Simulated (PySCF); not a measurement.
C3HF6 (doublet state).
Geometry (PBE0-D3(BJ)/def2-SVP, Å), atoms numbered from 1 in this order:
```
atom  x, y, z in Å
F1    -2.4577    0.2996   -0.4959
C2    -1.3783   -0.2455    0.0213
C3    -0.1205    0.5252   -0.1519
F4    -0.0309    1.5461    0.7391
F5    -0.0689    1.0584   -1.3827
C6     1.1276   -0.3547    0.0483
F7     1.0771   -0.9366    1.2457
F8     2.2271    0.3731   -0.0288
F9     1.1712   -1.3019   -0.8785
H10   -1.5290   -0.9545    0.8382
```

The hyperfine couplings belong to this conformer and change with its torsions.

Identity: `F[CH]C(F)(F)C(F)(F)F` [radical].

Level of theory: UKS B3LYP, IGLO-III on C F, pcH-1 on H, non-relativistic, mean-field spin-orbit, GIAO in PySCF. One conformer (not necessarily the lowest) at the PBE0-D3(BJ)/def2-SVP geometry, without solvent, vibrations or thermal averaging. No stability test was run, so a lower SCF solution isn't excluded.

(1) Break the g tensor into its mass correction, gauge correction and orbital-Zeeman/spin–orbit terms.

(2) What effective moment and Curie constant follow for a powder?

(3) At 93.599 GHz, how far is the centre of the isotropic spectrum from where a free electron (g = 2.002319) resonates?

(4) In a frozen sample, at which fields do the three g values resonate at 9.5, 34, 94 and 263 GHz (hyperfine left aside), and which band first spreads them over more than twice a line width of 0.5 mT?

Results:

(1) 
```tsv
Δg (ppm)	1	2	3
relativistic mass correction	-226	-226	-226
gauge correction	13	70	46
orbital Zeeman/spin–orbit	-13	1622	2874
total	-226	1465	2693
```

So g = 2.00209, 2.00378, 2.00501 and g_iso = 2.00363; the tensor is rhombic: the two nearest values differ by 42 % of g3 − g1. Axes: g2 points within 14° of the F1–C2 bond.

(2) With the mean of g² = 4.0145 and S(S+1) = 0.75: μ_eff = √(⟨g²⟩S(S+1)) = 1.735 μB and χT = 0.12505·⟨g²⟩·S(S+1) = 0.377 cm³ K/mol (cgs; spin-Hamiltonian part alone).

(3) B = hν/(g μB) with μB/h = 13.99624 MHz/mT gives 3339.85 mT for the free electron and 3337.66 mT at g_iso, 2.19 mT lower.

(4) 
| band | GHz | B(g3) mT | B(g2) mT | B(g1) mT | spread mT |
| --- | --- | --- | --- | --- | --- |
| X | 9.5 | 338.53 | 338.74 | 339.02 | 0.49 |
| Q | 34.0 | 1211.57 | 1212.32 | 1213.34 | 1.77 |
| W | 94.0 | 3349.65 | 3351.70 | 3354.53 | 4.88 |
| J | 263.0 | 9371.89 | 9377.63 | 9385.55 | 13.67 |

The spread grows in proportion to the frequency. Q band is the first where it exceeds 1.0 mT.

The Mulliken spin populations are largest on C2 (+0.96) and F1 (+0.06). C2 is the only atom above +0.15. The angles at C2 add up to 355.2°, so it is nearly planar; its axial dipolar tensor and the negative coupling of its proton fit spin in a p orbital normal to that plane.

The HOMO–LUMO gaps are 7.70 eV among the α and 7.22 eV among the β orbitals.
